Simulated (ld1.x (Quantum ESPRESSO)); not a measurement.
## Debugging a pseudopotential input (Pd, ld1.x (Quantum ESPRESSO) 7.5)

Command:

```bash
ld1.x < Pd.in > Pd.out
```

Input:

```
&input
   title='Pd', zed=46., rel=1, dft='WC', iswitch=3,
   config='[Kr] 4d9.75 5s0 5p0',
   nld=3, rlderiv=1.95, eminld=-8.0, emaxld=5.0, deld=0.04
 /
 &inputp
   pseudotype=1, tm=.true., lloc=0,
   nlcc=.true., new_core_ps=.true., rcore=1.00,
   file_pseudopw='Pd.pp', file_wfcaegen='ae.wfc', file_wfcncgen='nc.wfc'
 /
3
4S  1  0   2.00   0.00  0.95  0.95  0.0
4P  2  1   6.00   0.00  1.65  1.65  0.0
4D  3  2   9.75   0.00  1.80  1.80  0.0
 &test
   configts(1)='4s2 4p6 4d9.75 5s0 5p0'
 /
```

This is an input that runs to its end, with one change: lloc set to 0 without reordering the list of waves.

Question: How does the run end?

Answer: The program refuses the input: "ld1_setup: mismatch between lloc and l of the wavefunction chosen for local potential".

```
Program LD1 v.7.5

 %%%%%%%%%%%%%%%%%%%%%%%%%%%%%%%%%%%%%%%%%%%%%%%%%%%%%%%%%%%%%%%%%%%%%%%%%%%%%%
     Error in routine ld1_setup (3):
     mismatch between lloc and l of the wavefunction chosen for local potential
 %%%%%%%%%%%%%%%%%%%%%%%%%%%%%%%%%%%%%%%%%%%%%%%%%%%%%%%%%%%%%%%%%%%%%%%%%%%%%%

     stopping ...
```
